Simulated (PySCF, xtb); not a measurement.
C2H6Be, SMILES [CH3][Be][CH3] (connectivity only; charge and spin as stated), charge +1, multiplicity 2.

Harmonic wavenumbers (cm⁻¹) from GFN2-xTB (xtb) at its own minimum, in rising order: 21, 79, 79, 437, 437, 444, 537, 538, 844, 1035, 1238, 1318, 1318, 1332, 1332, 2943, 2958, 2958, 2962, 2963, 2965.

### Question
What does PySCF 2.14.0 with PBE-D3(BJ)/def2-TZVP give at its own minimum? (The exact figures need the calculation; the answer reports its results.)

### Answer
31, 114, 114, 439, 440, 440, 493, 493, 680, 942, 1109, 1316, 1316, 1324, 1324, 2947, 2952, 3085, 3085, 3090, 3090. Paired by order, the mean absolute difference is 52 cm⁻¹ and the zero-point energies are 41.1 and 41.2 kcal/mol.
